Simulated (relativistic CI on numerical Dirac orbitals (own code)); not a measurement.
Calculated at this level of theory: Dirac-Coulomb-Breit CI, KLI orbitals optimised for each configuration, a model potential for QED, unscaled Slater integrals (own radial code, finite nucleus).

The strongest absorption lines from the ground level of an ion, among the configurations computed and to levels below about 2210 eV (vacuum wavelength in nm, gf): 0.71061 (0.00057), 1.0907 (0.00046), 1.6865 (0.94), 1.8672 (0.17).

Problem. Which ion is it?
A. Er54+
B. Ra74+
C. Pt64+
D. Pt66+

Solution. C. Pt64+ has 14 electrons and the ground level 3s2 3p2 3P_0; the strongest line goes to 3s2 3p 3d 3D°_1. The pattern of lines fixes the number of electrons, and along that sequence the line energies rise steadily with the charge (about as its square where n changes within one kind of shell, about linearly where n is kept but much faster in heavy ions where fine structure, which grows about as Z⁴, sets the gap, and irregularly where shells cross), which fixes Z. Configurations outside the model, such as inner-shell arrays, can give stronger lines. At this charge energies of transitions that change n are usually good to better than 1 %, and those within a shell (Δn = 0) to a few per cent.

LS names give the leading component of a level, which can be under half, so a name can repeat, a term be missing and a line seem to break the LS rules.
